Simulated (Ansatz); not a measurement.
```xyz
14

B     2.0271   -1.3756   -2.3443
N     1.1399   -1.2074   -1.3297
C     0.3387   -0.9958   -0.4126
O     0.0122    0.2420   -0.0072
C    -0.9248    0.3100    1.0668
C    -1.1717    1.7614    1.3762
H     3.1950   -1.4757   -2.0913
H     1.6235   -1.4357   -3.4720
H    -0.1601   -1.8047    0.1322
H    -1.8541   -0.1909    0.7719
H    -0.5168   -0.2124    1.9398
H    -1.8867    1.8510    2.1964
H    -0.2444    2.2563    1.6691
H    -1.5777    2.2775    0.5047
```

The species carries charge 0 and has multiplicity 1.

(1) List the B3LYP/def2-TZVPP orbital energies in eV (Ansatz). (Estimate.)

Answers

(1) The calculation gave: Occupied: -521.80, -389.42, -279.83, -278.79, -277.03, -183.17, -29.84, -24.84, -21.36, -18.04, -17.29, -15.39, -14.64, -13.82, -11.62, -11.52, -11.21, -10.93, -10.45, -9.98, -9.31, -7.89, -7.22. Lowest empty: -0.29, -0.14, 0.76, 1.54, 1.92, 2.36, 2.42, 2.66.

B3LYP here is the variant with VWN-RPA as its local correlation; programs differ in this.
